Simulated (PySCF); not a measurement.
A species of formula C5H8F3NSi has this rotational fingerprint, computed with PBE0/pcSseg-1 in PySCF (dipole) on a GFN2-xTB geometry, gas phase:

| Quantity | Value |
| --- | --- |
| Rotational constants | A = 2163, B = 457.3, C = 441.2 MHz |
| Dipole components | \|μa\| = 2.87 D, \|μb\| = 1.03 D, \|μc\| = 0.44 D |
| Inertial defect | -193.17 u·Å² |
| κ | -0.98 |

**Question.** Which candidate fits, each taken in the one conformer that was computed?
A. `[F:1][C:2]([F:3])([F:4])[CH2:5][C@H:6]1[CH:7]=[N:8][CH2:9][SiH2:10]1` with C2–C5–C6–C7 174°, C5–C6–C7–N8 137°, C7–N8–C9–Si10 -9°, N8–C9–Si10–C6 12°, C5–C6–Si10–C9 -133°
B. `[CH3:1][N:2]([SiH3:3])[CH2:4][C:5]#[C:6][C:7]([F:8])([F:9])[F:10]` with C1–N2–C4–C5 70°
C. `[CH:1]#[C:2][Si@@H:3]([NH:4][CH2:5][CH3:6])[C:7]([F:8])([F:9])[F:10]` with C2–Si3–N4–C5 -65°, Si3–N4–C5–C6 86°
D. `[CH:1]#[C:2][CH2:3][NH:4][SiH2:5][C:6]([F:7])([F:8])[CH2:9][F:10]` with C2–C3–N4–Si5 -87°, C3–N4–Si5–C6 179°, N4–Si5–C6–F7 -75°, Si5–C6–C9–F10 22°
E. `[F:1][C:2]([F:3])([F:4])[CH2:5][Si@H:6]1[CH:7]=[CH:8][CH2:9][NH:10]1` with C2–C5–Si6–C7 179°, C5–Si6–C7–C8 123°, C7–C8–C9–N10 -7°, C8–C9–N10–Si6 15°, C5–Si6–N10–C9 -132°

**Answer.** B. It is CN([SiH3])CC#CC(F)(F)F, a near-prolate asymmetric top, point group C1. The candidates at the same level (rigid rotor, commonest isotopes):

```
                    SMILES  A (MHz)  B (MHz)  C (MHz)  μa (D)  μb (D)  μc (D)  Δ (u·Å²)  point group                        rotor
    FC(F)(F)C[Si@H]1C=CCN1     2856    609.1    567.8    2.85    0.10    0.75   -116.60           C1  near-prolate asymmetric top
      C#CCN[SiH2]C(F)(F)CF     2103    539.4    514.0    0.36    0.06    0.60   -194.04           C1  near-prolate asymmetric top
FC(F)(F)C[C@H]1C=NC[SiH2]1     2490    660.8    588.3    0.46    0.02    0.08   -108.76           C1  near-prolate asymmetric top
    CN([SiH3])CC#CC(F)(F)F     2163    457.3    441.2    2.87    1.03    0.44   -193.17           C1  near-prolate asymmetric top
   C#C[Si@@H](NCC)C(F)(F)F     1498    771.1    596.0    3.46    0.58    0.07   -144.78           C1               asymmetric top
```

`FC(F)(F)C[Si@H]1C=CCN1` has B 33 % too high; `C#C[Si@@H](NCC)C(F)(F)F` has B 69 % too high; `FC(F)(F)C[C@H]1C=NC[SiH2]1` has B 44 % too high; `C#CCN[SiH2]C(F)(F)CF` has B 18 % too high. No structure here is proved a minimum.
